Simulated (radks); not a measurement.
Results of a calculation; reference values are marked as such.
Problem. The rubidium ion Rb12+, 25 electrons, occupied as [Ar] 3d7. Code: a radial shooting solver on a logarithmic mesh with Libxc functionals. Model: non-relativistic Kohn-Sham, TPSS, spin-polarised, spherical densities, point nucleus; open shells are filled with parallel spins first (spin-orbit coupling, left out, can overturn this in heavy ions); meta-GGA in the generalised Kohn-Sham scheme; relativity is left out, which matters for an element this heavy. Some entries of the table are withheld. Estimate them.

| orbital | occ. | eigenvalue (hartree) | <1/r> (bohr^-1) | <r> (bohr) |
|---|---|---|---|---|
| 1s up | 1 | -553.8620 | 36.51 | 0.04127 |
| 1s down | 1 | -553.8619 | 36.51 | 0.04127 |
| 2s up | 1 | -82.81538 | 8.146 | 0.1819 |
| 2s down | 1 | -82.67071 | 8.157 | 0.1817 |
| 2p up | 3 | -76.17853 | 8.121 | 0.1567 |
| 2p down | 3 | -76.06566 | 8.130 | 0.1565 |
| 3s up | 1 | (1) | 2.849 | (2) |
| 3s down | 1 | (3) | 2.835 | (4) |
| 3p up | 3 | -18.45688 | (5) | 0.4963 |
| 3p down | 3 | -18.22441 | (6) | 0.4985 |
| 3d up | 5 | -14.22556 | 2.591 | 0.4709 |
| 3d down | 2 | -13.96855 | 2.577 | 0.4744 |

Solution. 
(1) 3s up eigenvalue (hartree): -20.86034
(2) 3s up <r> (bohr): 0.5008
(3) 3s down eigenvalue (hartree): -20.63391
(4) 3s down <r> (bohr): 0.5025
(5) 3p up <1/r> (bohr^-1): 2.761
(6) 3p down <1/r> (bohr^-1): 2.746
